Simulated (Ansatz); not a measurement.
Consider the homolysis of the H–Si bond: `O[SiH2]O[SiH2]O` → H• + `O[SiH]O[SiH2]O`•.

Program: Ansatz. Geometries: PBE0-D4/def2-TZVP. ΔE: electronic, gas phase. CCSD(T)/CBS is the MP2 limit (def2-TZVPP, def2-QZVPP) plus CCSD(T) − MP2 in def2-TZVPP, frozen cores. This one scheme is used for every species, atoms too. DFT in def2-TZVPP. B3LYP here is the variant with VWN-RPA as its local correlation; programs differ in this. No spin–orbit coupling; open shells (•) take unrestricted orbitals. Each species was taken in one conformer, which may not be the lowest.

Task: What is ΔE at CCSD(T)/CBS? (Estimate.)

Result: Ansatz gave: +4.36 eV.

Task: What do these levels give: B2PLYP, PBE, B3LYP, MP2/def2-QZVPP, SCS-MP2/def2-QZVPP, HF/CBS(def2)? (Best estimate.)

Result: Ansatz gave: B2PLYP 4.24, PBE 3.99, B3LYP 4.21, MP2/def2-QZVPP 4.22, SCS-MP2/def2-QZVPP 4.37, HF/CBS(def2) 3.50 eV.

Largest T1 diagnostic among the species: 0.014.

In def2-TZVPP, CCSD(T) changes the Hartree–Fock value by +0.79 eV (the triples alone add −0.01 eV) and MP2 by +0.68 eV; breaking electron pairs costs correlation energy, which Hartree–Fock lacks. From PBE to PBE0 (25 % exact exchange), in def2-TZVPP and without D4, ΔE moves by +0.08 eV.
